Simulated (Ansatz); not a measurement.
CH7B2FSi (`B[SiH](B)CF`) from Hartree–Fock to CCSD(T)

Z-matrix (Å, degrees):
```
Si
B 1 2.007
C 1 1.907 2 113.0
B 1 2.007 2 103.8 3 -122.8
H 1 1.497 2 109.5 3 120.3
H 2 1.195 1 121.8 3 18.2
H 2 1.195 1 120.0 3 -164.2
F 3 1.392 1 109.3 2 -58.8
H 3 1.095 1 111.9 2 60.7
H 3 1.095 1 111.8 2 -178.4
H 4 1.195 1 121.8 2 104.5
H 4 1.195 1 120.0 2 -73.0
```

Charge 0, multiplicity 1. The geometry is a stationary point of PBE0-D4/def2-TZVP. It is one conformer, not always the lowest. Frozen core, restricted reference, Ansatz 0.2.0. CBS rows extrapolate triple and quadruple zeta; past MP2 they add the triple-zeta difference.

```tsv
basis	HF (Eh)	MP2 corr.	CCSD corr.	(T)	CCSD(T) total
def2-TZVPP	?	-0.73733	?	-0.02717	?
def2-QZVPP	?	-0.79433	–	–	–
CBS(def2)	-479.70809	?	-0.89853	as TZ	?
```

**Question.** Fill in the withheld values. (Estimate.)

**Answer.** Ansatz gave: def2-TZVPP HF (Eh): -479.68830; def2-TZVPP CCSD corr.: -0.79930; def2-TZVPP CCSD(T) total: -480.51477; def2-QZVPP HF (Eh): -479.70569; CBS(def2) MP2 corr.: -0.83656; CBS(def2) CCSD(T) total: -480.63379.
